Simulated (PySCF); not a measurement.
Mo(S)2(OH)(SH) (H2MoOS3), SMILES [OH][Mo](=[S])(=[S])[SH], multiplicity 1. Coordinates come from a PBE-D3(BJ)/def2-SVP optimisation. The multiplicity is an assumed one; other spin states were not compared. The def2 effective core potentials stand for the cores of Mo; spin–orbit coupling is left out. One conformer was computed; it need not be the lowest.

Computed equilibrium geometry at PBE-D3(BJ)/def2-SVP (PySCF confirms it by a frequency run) as bond lengths and angles (one conformer of several):
Atoms: Mo1 S2 S3 O4 H5 S6 H7. Bond lengths (Å): Mo1–S2 2.128, Mo1–S3 2.124, Mo1–O4 1.877, Mo1–S6 2.327, O4–H5 0.978, S6–H7 1.368. Angles (°): S2–Mo1–S3 111.3, S2–Mo1–O4 109.0, S2–Mo1–S6 109.5, S3–Mo1–O4 112.1, S3–Mo1–S6 103.4, O4–Mo1–S6 111.5, Mo1–O4–H5 119.6, Mo1–S6–H7 94.9.
Charge 0, spin multiplicity 1.
